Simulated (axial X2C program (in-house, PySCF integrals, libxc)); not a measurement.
## Nuclear properties of FZrF

Computed with an in-house all-electron X2C program for linear molecules (integrals from PySCF): two-component X2C with atomic mean-field Coulomb and Gaunt terms, Gaussian nuclei, basis F dyall-av3z, Zr dyall-v3z with contracted cores.

F–Zr–F held linear, with bonds 1.928 and 1.928 Å (near the PBE0 minimum at charge 0 of the determinant lowest at the starting distance; the state shown can have its own minimum elsewhere, held linear; other orders of the atoms were not compared).

Determinant lowest in the PBE0 search, Ω = 1 (⟨Sz⟩ = -1.00, ⟨Lz⟩ = 2.00 at PBE0), spin on the atoms F -0.01, Zr -0.98, F -0.01:

```json
{"level": "PBE0", "A∥/gI F (MHz)": "-5.57", "qzz F (a.u.)": "-0.26", "A∥/gI Zr (MHz)": "-1340", "qzz Zr (a.u.)": "-4.44"}
{"level": "HF", "A∥/gI F (MHz)": "0.514", "qzz F (a.u.)": "-0.22", "A∥/gI Zr (MHz)": "-1250", "qzz Zr (a.u.)": "-5.13"}
{"level": "B3LYP", "A∥/gI F (MHz)": "-6.68", "qzz F (a.u.)": "-0.31", "A∥/gI Zr (MHz)": "-1400", "qzz Zr (a.u.)": "-4.49"}
```

Determinant 0.09 eV from it at PBE0 and this distance, Ω = 3 (⟨Sz⟩ = 1.00, ⟨Lz⟩ = 2.00 at PBE0), spin on the atoms F 0.01, Zr 0.98, F 0.01:

```json
{"level": "PBE0", "A∥/gI F (MHz)": "3.04", "qzz F (a.u.)": "-0.26", "A∥/gI Zr (MHz)": "743", "qzz Zr (a.u.)": "-4.48"}
{"level": "HF", "A∥/gI F (MHz)": "-0.588", "qzz F (a.u.)": "-0.22", "A∥/gI Zr (MHz)": "678", "qzz Zr (a.u.)": "-5.14"}
{"level": "B3LYP", "A∥/gI F (MHz)": "3.59", "qzz F (a.u.)": "-0.31", "A∥/gI Zr (MHz)": "764", "qzz Zr (a.u.)": "-4.53"}
```

A∥ (defined per Ω) follows by multiplying with gI = μI/(I μN); qzz is the electric field gradient, eQq0 = 234.96 MHz × Q/barn × qzz. The operators were transformed with the bare-nucleus X2C matrices; with these basis sets, hyperfine constants and field gradients can be off by tens of per cent, and where levels differ in sign neither size nor sign is settled.

(1) With gI(91Zr) = -0.5214, Q(91Zr) = -0.176 barn (g factors from the IAEA table of nuclear moments by Stone; Q from Pyykkö, Mol. Phys. 2018), turn the PBE0 values of the first state into constants in MHz.

The molecule was held linear; bending was not examined, so a bent shape may lie lower.

Each state is one determinant with collinear spin, which with several unpaired electrons need not be a pure state. Unrestricted Hartree–Fock can overshoot spin polarisation at the nuclei. With several open shells hyperfine constants can be off by a factor of several. Open-shell Ω = 0 determinants with evenly filled partner blocks cannot be reached by this program, so the Ω shown need not be the lowest component. The search compared states at one distance, so a state with another bond length can lie lower. Where a field gradient or hyperfine factor spreads by more than a factor of two over the levels, a constant derived from it is not to be relied on. PBE0 term energies can be off by some tenths of an eV.

## Answers

(1) A∥(91Zr) = -1340 × -0.5214 = 699 MHz; eQq0(91Zr) = 234.96 × (-0.176) × (-4.44) = 184 MHz.
